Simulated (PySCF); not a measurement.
Compound: C₇H₁₃OPSSi.
Atom-mapped SMILES: `[CH2:1]=[CH:2][C:3]1=[C:4]([SiH3:5])[CH2:6][P@:7](=[S:8])([CH2:9][OH:10])[CH2:11]1` (hydrogens: H12, H13 on C1; H14 on C2; H15, H16, H17 on Si5; H18, H19 on C6; H20, H21 on C9; H22 on O10; H23, H24 on C11)

Method: PBE/def2-SV(P) geometry optimisation, gas phase (PySCF); density fitting, grid level 1; the optimiser is geomeTRIC in internal coordinates, started from a GFN2-xTB structure.

Step 1: E = -37477.5610 eV
```
atom  x, y, z in Å  |  force x, y, z in eV/Å
C1     -3.2516   -1.2645    0.9021   -0.042  -0.082   0.096
C2     -2.6113   -0.4156    0.0656   -0.074   0.027  -0.096
C3     -1.2586    0.0972    0.2431    0.027   0.031  -0.013
C4     -0.6777    1.0164   -0.6026   -0.040  -0.024   0.003
Si5    -1.5193    1.7636   -2.1239    0.000   0.050  -0.065
C6      0.7256    1.4527   -0.2325    0.085   0.123  -0.042
P7      1.3127    0.1506    0.9597   -0.039  -0.068  -0.026
S8      2.6184    0.5337    2.3755    0.052   0.023   0.072
C9      1.9368   -1.2709   -0.0826    0.019   0.032  -0.183
O10     2.2407   -2.3558    0.7470    0.024  -0.085   0.050
C11    -0.4109   -0.3644    1.4103   -0.016  -0.060   0.135
H12    -2.7767   -1.6490    1.8231   -0.013   0.004  -0.024
H13    -4.2823   -1.6005    0.6944    0.015   0.009  -0.004
H14    -3.1528   -0.0634   -0.8346    0.014  -0.003   0.021
H15    -1.8955    0.7116   -3.1419    0.017  -0.001   0.024
H16    -0.5384    2.7188   -2.7571   -0.028  -0.004  -0.017
H17    -2.7762    2.5231   -1.7701    0.022  -0.005   0.021
H18     1.4179    1.5524   -1.1006   -0.019  -0.009   0.033
H19     0.7449    2.4366    0.2972    0.003  -0.038  -0.013
H20     2.8167   -0.8813   -0.6621   -0.030  -0.010   0.021
H21     1.1514   -1.5869   -0.8065    0.020  -0.009   0.033
H22     2.8090   -1.9994    1.4783   -0.017   0.066   0.008
H23    -0.4336   -1.4650    1.5782    0.011   0.037  -0.006
H24    -0.6948    0.1259    2.3706    0.009  -0.006  -0.028
```

Step 2: E = -37477.5653 eV
```
atom  x, y, z in Å  |  force x, y, z in eV/Å
C1     -3.2629   -1.2667    0.8968    0.011  -0.009   0.013
C2     -2.6169   -0.4130    0.0667   -0.017   0.002  -0.014
C3     -1.2599    0.0968    0.2444    0.001   0.009  -0.014
C4     -0.6780    1.0159   -0.6027   -0.014  -0.025   0.020
Si5    -1.5215    1.7697   -2.1223   -0.002   0.012  -0.017
C6      0.7293    1.4490   -0.2365    0.024   0.050   0.008
P7      1.3151    0.1438    0.9556   -0.065  -0.020  -0.056
S8      2.6225    0.5308    2.3719    0.026   0.001   0.032
C9      1.9441   -1.2789   -0.0862    0.006   0.030  -0.071
O10     2.2604   -2.3481    0.7610    0.027  -0.055   0.003
C11    -0.4100   -0.3683    1.4121   -0.011  -0.008   0.029
H12    -2.7947   -1.6646    1.8145    0.013   0.009  -0.003
H13    -4.2944   -1.5942    0.6820    0.000   0.002  -0.006
H14    -3.1566   -0.0532   -0.8308    0.001   0.004   0.007
H15    -1.9065    0.7150   -3.1327    0.005  -0.004   0.005
H16    -0.5471    2.7220   -2.7682   -0.008  -0.003  -0.005
H17    -2.7718    2.5318   -1.7550    0.005   0.003   0.012
H18     1.4204    1.5469   -1.1042   -0.006  -0.011   0.002
H19     0.7526    2.4309    0.2944   -0.002  -0.005   0.000
H20     2.8201   -0.8862   -0.6671   -0.010   0.001  -0.007
H21     1.1620   -1.6104   -0.8051   -0.006  -0.006   0.022
H22     2.8117   -1.9592    1.4894    0.016   0.018   0.054
H23    -0.4331   -1.4677    1.5810    0.000   0.003  -0.007
H24    -0.6903    0.1238    2.3715    0.006   0.005  -0.008
```

Step 3: E = -37477.5671 eV
```
atom  x, y, z in Å  |  force x, y, z in eV/Å
C1     -3.2534   -1.2686    0.8964   -0.025   0.027  -0.065
C2     -2.6281   -0.4066    0.0580    0.066  -0.040   0.104
C3     -1.2679    0.0986    0.2358    0.007   0.031  -0.052
C4     -0.6811    1.0181   -0.6080    0.013  -0.006   0.008
Si5    -1.5239    1.7844   -2.1238   -0.002  -0.021   0.027
C6      0.7296    1.4443   -0.2414   -0.021  -0.021   0.041
P7      1.3080    0.1324    0.9490   -0.053   0.010  -0.050
S8      2.6124    0.5204    2.3714   -0.004  -0.008  -0.001
C9      1.9504   -1.2936   -0.0849    0.036  -0.001   0.086
O10     2.2888   -2.3422    0.7840    0.000   0.011  -0.063
C11    -0.4202   -0.3743    1.4047    0.010   0.034  -0.060
H12    -2.7609   -1.6636    1.8019   -0.012  -0.005   0.008
H13    -4.2857   -1.6038    0.6989   -0.008  -0.007   0.004
H14    -3.1773   -0.0417   -0.8310    0.000   0.000   0.005
H15    -1.9212    0.7306   -3.1292   -0.009  -0.003  -0.008
H16    -0.5524    2.7316   -2.7797    0.009  -0.001   0.004
H17    -2.7640    2.5537   -1.7397   -0.009   0.007  -0.002
H18     1.4217    1.5399   -1.1074    0.004  -0.007  -0.022
H19     0.7569    2.4233    0.2928    0.002   0.017   0.008
H20     2.8194   -0.8949   -0.6707    0.000   0.007  -0.030
H21     1.1722   -1.6481   -0.7956   -0.023  -0.017   0.013
H22     2.8170   -1.9211    1.5138    0.014   0.001   0.035
H23    -0.4476   -1.4729    1.5721    0.001  -0.015  -0.004
H24    -0.6981    0.1199    2.3629    0.003   0.007   0.013
```

Task: Estimate the geometry and energy of step 4. (The exact step hangs on the optimiser's Hessian estimate; all steps are aligned on step 3, rigid shifts and turns removed.)

Result: E = -37477.5684 eV, largest force 0.198 eV/Å
```
atom  x, y, z in Å  |  force x, y, z in eV/Å
C1     -3.2782   -1.2675    0.8812    0.080   0.053  -0.029
C2     -2.6311   -0.4024    0.0625    0.010   0.006   0.000
C3     -1.2678    0.0972    0.2358   -0.017  -0.048   0.045
C4     -0.6819    1.0160   -0.6084    0.017   0.021  -0.021
Si5    -1.5337    1.7894   -2.1161   -0.009  -0.031   0.037
C6      0.7318    1.4386   -0.2484   -0.040  -0.065   0.047
P7      1.3106    0.1254    0.9407   -0.009   0.010  -0.005
S8      2.6160    0.5207    2.3630   -0.024  -0.001  -0.021
C9      1.9666   -1.3055   -0.0806    0.068  -0.037   0.183
O10     2.3377   -2.3310    0.8061   -0.031   0.076  -0.100
C11    -0.4168   -0.3792    1.4018    0.014   0.044  -0.089
H12    -2.8011   -1.6817    1.7860   -0.004  -0.021   0.027
H13    -4.3129   -1.5844    0.6667    0.000  -0.003   0.004
H14    -3.1744   -0.0221   -0.8230   -0.017   0.006  -0.023
H15    -1.9485    0.7361   -3.1147   -0.015   0.002  -0.012
H16    -0.5658    2.7303   -2.7855    0.019   0.000   0.007
H17    -2.7624    2.5673   -1.7129   -0.012   0.006  -0.012
H18     1.4207    1.5308   -1.1169    0.006  -0.001  -0.027
H19     0.7635    2.4168    0.2867    0.007   0.021   0.006
H20     2.8212   -0.9001   -0.6822   -0.002   0.009  -0.040
H21     1.1868   -1.6884   -0.7741   -0.025  -0.021   0.004
H22     2.8490   -1.8810    1.5336   -0.003  -0.002  -0.008
H23    -0.4455   -1.4775    1.5695   -0.012  -0.023   0.003
H24    -0.6893    0.1180    2.3597   -0.001   0.000   0.023
```

The energy changes by -0.0013 eV. The first-order estimate −F·Δx gives -0.0043 eV and the mean of the old and new forces, exact on a quadratic surface, -0.0014 eV. The step makes an angle of 82° with the force vector and moves no atom by more than 0.055 Å.

The cost below is that of the whole optimisation. On Intel Xeon 6975P-C, 4 threads, shared host with 192 logical CPUs at a one-minute load of 114, this took 2.7 min wall, 14 min CPU and 1.2 GiB of memory at its peak.
